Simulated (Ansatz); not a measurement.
Born–Oppenheimer molecular dynamics of ClF$_{3}$H$_{3}$OTa (9 atoms, charge 0, multiplicity 1). It starts at the highest image of a converged band, a first-order saddle point between two minima.

Level of theory: RKS PBE-D4/def2-SVP in Ansatz.

- ensemble: NVE (velocity Verlet)
- time step: 0.5 fs
- steps asked: 200
- starting velocities drawn for: 300 K
- seed: 10430

First frame:

```xyz
9
Properties=species:S:1:pos:R:3
Ta -0.057 0.151 -0.193
O 2.023 -0.292 -0.306
H 2.500 -0.361 0.546
F 0.396 0.724 1.564
Cl -0.180 -0.097 -2.502
F -1.641 1.153 -0.084
F -0.458 -1.620 0.304
H 1.091 1.677 -0.669
H 1.806 0.915 -0.536
```

Task: How far do the bonds stretch over the last three quarters of this one trajectory? (Pairs bonded in most of those frames.)

Result: 
```
   bond  mean (Å)  spread (Å)  shortest  longest
 Ta1–O2     2.592       0.137      2.28     2.73
 Ta1–F4     1.904       0.005      1.89     1.91
Ta1–Cl5     2.336       0.012      2.32     2.36
 Ta1–F6     1.864       0.011      1.85     1.88
 Ta1–F7     1.900       0.020      1.87     1.93
 Ta1–H8     1.798       0.064      1.69     1.92
  O2–H3     0.980       0.016      0.96     1.01
  O2–H9     0.980       0.007      0.96     1.00
```

Mean temperature of the second half: 430 K. The conserved energy stayed within 0.054 meV per atom of its start (net change 0.029 meV per atom), so the integration is sound. The kinetic energy rose, since the run started high on the potential surface and went downhill. A run of 0.1 ps of so small a system gives no equilibrium averages. The orbitals stay closed-shell, which can raise the energy where a bond breaks towards radicals; this wasn't checked here.

Run time: 5.7 min on 4 threads of Arm Neoverse V1, on a shared host, peak memory 0.18 GiB.
